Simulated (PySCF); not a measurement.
BF3.
Bonds: F1–B2, B2–F3, B2–F4.

Method: PySCF, PBE0-D3(BJ)/def2-SVP geometry optimisation, gas phase; density fitting, grid level 1; the optimiser is geomeTRIC in internal coordinates, started from a GFN2-xTB structure with every atom displaced at random (about 0.01 Å).

Step 0: E = -8816.2951 eV
```
atom  x, y, z in Å  |  force x, y, z in eV/Å
F1     -1.0372   -0.6835    0.6938   -1.182  -0.292   0.169
B2      0.0271   -0.0709    0.3002    0.096   0.519  -0.440
F3      1.1693   -0.5192    0.6815    1.456  -0.499   0.469
F4     -0.0002    0.9787   -0.4769   -0.370   0.272  -0.198
```

Step 1: E = -8816.3394 eV
```
atom  x, y, z in Å  |  force x, y, z in eV/Å
F1     -1.0666   -0.6656    0.6805    0.231  -0.022   0.007
B2      0.0449   -0.0745    0.2998   -0.132  -0.148   0.116
F3      1.2120   -0.5321    0.6944   -0.221   0.113  -0.092
F4     -0.0312    0.9772   -0.4761    0.122   0.058  -0.031
```

Problem. Estimate the geometry and energy of step 2. (The exact step hangs on the optimiser's Hessian estimate; all steps are aligned on step 1, rigid shifts and turns removed.)

Solution. E = -8816.3412 eV, largest force 0.189 eV/Å
```
atom  x, y, z in Å  |  force x, y, z in eV/Å
F1     -1.0577   -0.6745    0.6864    0.008   0.070  -0.045
B2      0.0403   -0.0689    0.2988   -0.063  -0.168   0.059
F3      1.2003   -0.5336    0.6937    0.046   0.103  -0.046
F4     -0.0239    0.9821   -0.4805    0.008  -0.005   0.032
```

The energy changes by -0.0018 eV. The first-order estimate −F·Δx gives -0.0058 eV and the mean of the old and new forces, exact on a quadratic surface, -0.0017 eV. The step makes an angle of 54° with the force vector and moves no atom by more than 0.014 Å.

What follows is the cost of the whole optimisation. Hardware: Arm Neoverse V1, one thread (shared host). Cost: 9.1 s of wall time, 0.28 GiB resident at most.
